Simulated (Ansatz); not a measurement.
Consider the ligand exchange at the Si–N bond: `O[SiH]([SiH3])N[SiH3]` + H₂Te → `O[SiH]([SiH3])[TeH]` + `N[SiH3]`.

Isolated molecules relaxed with PBE0-D4/def2-TZVP in Ansatz; ΔE leaves out vibrations. CCSD(T)/CBS adds triple-zeta CCSD(T) − MP2 to the extrapolated MP2 energy (def2 sets, frozen cores). This one scheme is used for every species. DFT in def2-TZVPP. def2 core potentials past Kr. For Te outer-core shells are correlated without core-valence functions, which leaves a few kJ/mol of doubt a bond. Each species was taken in one conformer, which may not be the lowest.

| level | ΔE (kcal/mol) |
| --- | --- |
| PBE0-D4 | -0.9 |
| ωB97X-V | 1.7 |
| PBE | -2.3 |
| CCSD/CBS(def2) | 0.6 |

Q: What does CCSD(T)/CBS give? (Estimate.)

A: Computed: +0.2 kcal/mol. The listed levels differ from it by -1.1, 1.5, -2.5, 0.4 kcal/mol.

Largest T1 diagnostic among the species: 0.012.

From PBE to PBE0 (25 % exact exchange), in def2-TZVPP and without D4, ΔE moves by +0.8 kcal/mol. The D4 term adds +0.9 kcal/mol with B3LYP and +0.6 kcal/mol with PBE0; it sums over pairs of atoms, weighted by their polarisabilities, and B3LYP, whose exchange is more repulsive, gets the larger term.

B3LYP here is the variant with VWN-RPA as its local correlation; programs differ in this.
